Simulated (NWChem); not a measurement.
System: AlH3O3; SMILES [Al]([OH])([OH])[OH]

Here is an NWChem input.

```
start job
memory heap 200 mb stack 900 mb global 1100 mb
geometry units angstroms noautosym nocenter noautoz
  Al     0.000000     0.000000     0.000000
  O     -1.471187     0.842905     0.000000
  H     -1.533537     1.798950     0.000000
  O      1.465571     0.852633     0.000000
  H      2.324705     0.428607     0.000000
  O      0.005616    -1.695538     0.000000
  H     -0.791168    -2.227557     0.000000
end
basis spherical
  Al library def2-svp
  O library def2-svp
  H library def2-svp
end
dft
  xc xcamb88 1.00 lyp 0.81 vwn_5 0.19 hfexch 1.00
  cam 0.33 cam_alpha 0.19 cam_beta 0.46
  iterations 150
end
property
  efieldgrad
end
task dft property
```

Output (shortened):

```
             Northwest Computational Chemistry Package (NWChem) 7.3.0
             --------------------------------------------------------

                             Geometry "geometry" -> ""
                             -------------------------

 Output coordinates in angstroms (scale by  1.889725989 to convert to a.u.)

  No.       Tag          Charge          X              Y              Z
 ---- ---------------- ---------- -------------- -------------- --------------
    1 Al                  13.0000     0.00000000     0.00000000     0.00000000
    2 O                    8.0000    -1.47118700     0.84290500     0.00000000
    3 H                    1.0000    -1.53353700     1.79895000     0.00000000
    4 O                    8.0000     1.46557100     0.85263300     0.00000000
    5 H                    1.0000     2.32470500     0.42860700     0.00000000
    6 O                    8.0000     0.00561600    -1.69553800     0.00000000
    7 H                    1.0000    -0.79116800    -2.22755700     0.00000000

 Effective nuclear repulsion energy (a.u.)     161.7097989041

                              NWChem Property Module
                              ----------------------

  itol2e modified to match energy
  convergence criterion.

                                 NWChem DFT Module
                                 -----------------

 Summary of "ao basis" -> "ao basis" (spherical)
 ------------------------------------------------------------------------------
       Tag                 Description            Shells   Functions and Types
 ---------------- ------------------------------  ------  ---------------------
 Al                         def2-svp                 8       18   4s3p1d
 O                          def2-svp                 6       14   3s2p1d
 H                          def2-svp                 3        5   2s1p

  itol2e modified to match energy
  convergence criterion.

            General Information
            -------------------
          SCF calculation type: DFT
          Wavefunction type:  closed shell.
          No. of atoms     :     7
          No. of electrons :    40
           Alpha electrons :    20
            Beta electrons :    20
          Charge           :     0
          Spin multiplicity:     1
          Use of symmetry is: off; symmetry adaption is: off
          Maximum number of iterations: 150
          AO basis - number of functions:    75
                     number of shells:    35
          Convergence on energy requested:  1.00D-07
          Convergence on density requested:  1.00D-05
          Convergence on gradient requested:  5.00D-04

              XC Information
              --------------
                     Hartree-Fock (Exact) Exchange  1.000
                   CAM-Becke88 Exchange Functional  1.000
                      VWN V Correlation Functional  0.190 local
              Lee-Yang-Parr Correlation Functional  0.810

           Range-Separation Parameters
           ---------------------------
           Alpha           :  0.19
           Beta            :  0.46
           Gamma           :  0.33
           Short-Range HF  :     F

             Grid Information
             ----------------
          Grid used for XC integration:  fine
          Radial quadrature: Mura-Knowles
          Angular quadrature: Lebedev.
          Tag              B.-S. Rad. Rad. Pts. Rad. Cut. Ang. Pts.
          ---              ---------- --------- --------- ---------
          Al                  1.25      123           9.0       770
          O                   0.60       70          11.0       590
          H                   0.35       60          11.0       590
          Grid pruning is: on
          Number of quadrature shells:   513
          Spatial weights used:  Erf1

      Superposition of Atomic Density Guess
      -------------------------------------

 Sum of atomic energies:        -467.36271585

      Non-variational initial energy
      ------------------------------

 Total energy =    -468.159264
 1-e energy   =    -967.951760
 2-e energy   =     338.082697
 HOMO         =      -0.505275
 LUMO         =      -0.056551

   convergence    iter        energy       DeltaE   RMS-Dens  Diis-err
 ---------------- ----- ----------------- --------- --------- ---------
 d= 0,ls=0.0,diis     1   -469.6198263502 -6.31D+02  1.53D-02  1.23D+00
 d= 0,ls=0.0,diis     2   -469.6069471920  1.29D-02  7.48D-03  1.59D+00
 d= 0,ls=0.0,diis     3   -469.7482236010 -1.41D-01  6.88D-04  6.95D-03
 d= 0,ls=0.0,diis     4   -469.7489931516 -7.70D-04  1.59D-04  1.60D-04
 d= 0,ls=0.0,diis     5   -469.7490191466 -2.60D-05  4.34D-05  4.55D-06
  Resetting Diis
 d= 0,ls=0.0,diis     6   -469.7490205401 -1.39D-06  9.68D-06  2.62D-07
 d= 0,ls=0.0,diis     7   -469.7490206055 -6.54D-08  2.53D-06  1.22D-08

         Total DFT energy =     -469.749020605475
      One electron energy =     -973.014049823663
           Coulomb energy =      387.232299673408
    Exchange-Corr. energy =      -45.677069359284
 Nuclear repulsion energy =      161.709798904064

 Numeric. integr. density =       40.000000147535

                       DFT Final Molecular Orbital Analysis
                       ------------------------------------

 Vector   18  Occ=2.000000D+00  E=-3.962355D-01
              MO Center=  1.2D-04,  5.8D-06, -9.8D-10, r^2= 3.7D+00
   Bfn.  Coefficient  Atom+Function         Bfn.  Coefficient  Atom+Function
  ----- ------------  ---------------      ----- ------------  ---------------
    42      0.337421  4 O  py                22     -0.294177  2 O  px
    60      0.290194  6 O  px                45      0.249372  4 O  py
     3     -0.240722  1 Al s                 25     -0.221076  2 O  px
    63      0.210808  6 O  px                61     -0.172164  6 O  py
    23     -0.165225  2 O  py                 2     -0.142919  1 Al s

 Vector   19  Occ=2.000000D+00  E=-3.702531D-01
              MO Center= -8.0D-01, -1.8D-01,  5.8D-11, r^2= 2.7D+00
   Bfn.  Coefficient  Atom+Function         Bfn.  Coefficient  Atom+Function
  ----- ------------  ---------------      ----- ------------  ---------------
    24      0.471243  2 O  pz                62     -0.397901  6 O  pz
    27      0.369272  2 O  pz                65     -0.311024  6 O  pz
    43     -0.073344  4 O  pz                15      0.066334  1 Al d -1
    46     -0.058249  4 O  pz                17      0.048998  1 Al d  1

 Vector   20  Occ=2.000000D+00  E=-3.702530D-01
              MO Center=  8.0D-01,  1.8D-01,  1.5D-10, r^2= 2.7D+00
   Bfn.  Coefficient  Atom+Function         Bfn.  Coefficient  Atom+Function
  ----- ------------  ---------------      ----- ------------  ---------------
    43      0.501801  4 O  pz                46      0.392769  4 O  pz
    62     -0.314417  6 O  pz                65     -0.246829  6 O  pz
    24     -0.187383  2 O  pz                27     -0.145939  2 O  pz
    17     -0.066334  1 Al d  1              15      0.048998  1 Al d -1

 Vector   21  Occ=0.000000D+00  E= 2.542946D-02
              MO Center= -9.9D-07,  4.6D-06,  9.1D-08, r^2= 5.5D+00
   Bfn.  Coefficient  Atom+Function         Bfn.  Coefficient  Atom+Function
  ----- ------------  ---------------      ----- ------------  ---------------
     4      1.248580  1 Al s                 21     -0.371713  2 O  s
    40     -0.371713  4 O  s                 59     -0.371710  6 O  s
     3     -0.147060  1 Al s                  2      0.141210  1 Al s
    34      0.139036  3 H  s                 53      0.139036  5 H  s
    72      0.139037  7 H  s                 20     -0.128511  2 O  s

 Vector   22  Occ=0.000000D+00  E= 8.382481D-02
              MO Center=  6.7D-09,  4.4D-08, -5.1D-08, r^2= 4.3D+00
   Bfn.  Coefficient  Atom+Function         Bfn.  Coefficient  Atom+Function
  ----- ------------  ---------------      ----- ------------  ---------------
    13      0.927784  1 Al pz                10      0.233660  1 Al pz
    27     -0.225861  2 O  pz                46     -0.225860  4 O  pz
    65     -0.225861  6 O  pz                24     -0.200851  2 O  pz
    43     -0.200851  4 O  pz                62     -0.200851  6 O  pz
     7     -0.143775  1 Al pz

[...]

          -----------------------
          Electric field gradient
          -----------------------

 1 a.u. = 0.324123 10**(16) esu/cm**3  ( or statvolts/cm**2 ) = 0.97174 10**(22) v/m**2

 ------------------------------------------------------------
   Atom      X         Y         Z
 ------------------------------------------------------------
    1 Al   0.00000   0.00000   0.00000
 ------------------------------------------------------------

 Electric field gradient in molecular frame (a.u.)
         XX             YY             ZZ             XY             XZ             YZ
 ------------------------------------------------------------------------------------------
        0.378187       0.378188      -0.756375      -0.000000      -0.000000       0.000000

 Principal components (a.u.) and orientation
 of principal axis w.r.t. absolute frame                      Asymmetry parameter eta
 --------------------------------------------------------------------------------------
       -0.756375       0.378188       0.378187                       0.000002

        0.000000      -0.047521       0.998870
       -0.000000       0.998870       0.047521
        1.000000       0.000000      -0.000000

 ------------------------------------------------------------
   Atom      X         Y         Z
 ------------------------------------------------------------
    2 O   -2.78014   1.59286   0.00000
 ------------------------------------------------------------

 Electric field gradient in molecular frame (a.u.)
         XX             YY             ZZ             XY             XZ             YZ
 ------------------------------------------------------------------------------------------
        0.459966      -1.303223       0.843257       0.439101       0.000000      -0.000000

 Principal components (a.u.) and orientation
 of principal axis w.r.t. absolute frame                      Asymmetry parameter eta
 --------------------------------------------------------------------------------------
       -1.406524       0.843257       0.563267                       0.199066

       -0.229003       0.000000       0.973426
        0.973426       0.000000       0.229003
        0.000000       1.000000      -0.000000

 ------------------------------------------------------------
   Atom      X         Y         Z
 ------------------------------------------------------------
    3 H   -2.89796   3.39952   0.00000
 ------------------------------------------------------------

 Electric field gradient in molecular frame (a.u.)
         XX             YY             ZZ             XY             XZ             YZ
 ------------------------------------------------------------------------------------------
        0.237645      -0.491693       0.254048       0.056241       0.000000       0.000000

 Principal components (a.u.) and orientation
 of principal axis w.r.t. absolute frame                      Asymmetry parameter eta
 --------------------------------------------------------------------------------------
       -0.496005       0.254048       0.241957                       0.024378

       -0.076435       0.000000       0.997075
        0.997075       0.000000       0.076435
       -0.000000       1.000000      -0.000000

 ------------------------------------------------------------
   Atom      X         Y         Z
 ------------------------------------------------------------
    4 O    2.76953   1.61124   0.00000
 ------------------------------------------------------------

 Electric field gradient in molecular frame (a.u.)
         XX             YY             ZZ             XY             XZ             YZ
 ------------------------------------------------------------------------------------------
       -1.242698       0.399441       0.843258       0.543932       0.000000       0.000000

 Principal components (a.u.) and orientation
 of principal axis w.r.t. absolute frame                      Asymmetry parameter eta
 --------------------------------------------------------------------------------------
       -1.406523       0.843258       0.563266                       0.199066

        0.957513       0.000000       0.288390
       -0.288390       0.000000       0.957513
       -0.000000       1.000000      -0.000000

 ------------------------------------------------------------
   Atom      X         Y         Z
 ------------------------------------------------------------
    5 H    4.39306   0.80995   0.00000
 ------------------------------------------------------------

 Electric field gradient in molecular frame (a.u.)
         XX             YY             ZZ             XY             XZ             YZ
 ------------------------------------------------------------------------------------------
       -0.358065       0.104017       0.254049       0.287693      -0.000000      -0.000000

 Principal components (a.u.) and orientation
 of principal axis w.r.t. absolute frame                      Asymmetry parameter eta
 --------------------------------------------------------------------------------------
       -0.496005       0.254049       0.241957                       0.024378

        0.901709      -0.000000       0.432343
       -0.432343      -0.000000       0.901709
       -0.000000       1.000000       0.000000

 ------------------------------------------------------------
   Atom      X         Y         Z
 ------------------------------------------------------------
    6 O    0.01061  -3.20410   0.00000
 ------------------------------------------------------------

 Electric field gradient in molecular frame (a.u.)
         XX             YY             ZZ             XY             XZ             YZ
 ------------------------------------------------------------------------------------------
       -0.482152      -0.361105       0.843257      -0.983033       0.000000       0.000000

 Principal components (a.u.) and orientation
 of principal axis w.r.t. absolute frame                      Asymmetry parameter eta
 --------------------------------------------------------------------------------------
       -1.406523       0.843257       0.563266                       0.199066

        0.728509      -0.000000      -0.685036
        0.685036       0.000000       0.728509
       -0.000000       1.000000      -0.000000

 ------------------------------------------------------------
   Atom      X         Y         Z
 ------------------------------------------------------------
    7 H   -1.49509  -4.20947   0.00000
 ------------------------------------------------------------

 Electric field gradient in molecular frame (a.u.)
         XX             YY             ZZ             XY             XZ             YZ
 ------------------------------------------------------------------------------------------
       -0.260653       0.006604       0.254049      -0.343934      -0.000000       0.000000

 Principal components (a.u.) and orientation
 of principal axis w.r.t. absolute frame                      Asymmetry parameter eta
 --------------------------------------------------------------------------------------
       -0.496006       0.254049       0.241957                       0.024378

        0.825275      -0.000000      -0.564732
        0.564732       0.000000       0.825275
        0.000000       1.000000      -0.000000
```

Level: CAM-B3LYP/def2-SVP. Coordinates come from a PBE0/def2-SVP optimisation. NWChem prints the field gradient with the sign opposite to the second derivative of the potential.
